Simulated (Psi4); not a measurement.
Input for Psi4:
```
memory 2 GB

molecule mol {
0 1
  C     0.000000    0.000000   -0.000000
  F     0.761567    0.766691    0.747684
  F    -0.749402   -0.756914    0.769615
  F    -0.767915    0.750644   -0.757410
  F     0.755750   -0.760420   -0.759889
}

set basis sto-3g
set reference rks

energy('r2scan')
print_variables()
```

### Question
Estimate the total energy that R2SCAN/STO-3G in Psi4 returns for this input.

### Answer
-431.0831 Eh

### Question
Estimate the number of basis functions that R2SCAN/STO-3G returns for this input.

### Answer
25

### Question
Give the dipole moment at the level R2SCAN/STO-3G.

### Answer
0.00 D

### Question
What is the computed nuclear repulsion energy (R2SCAN/STO-3G)?

### Answer
206.8295 Eh
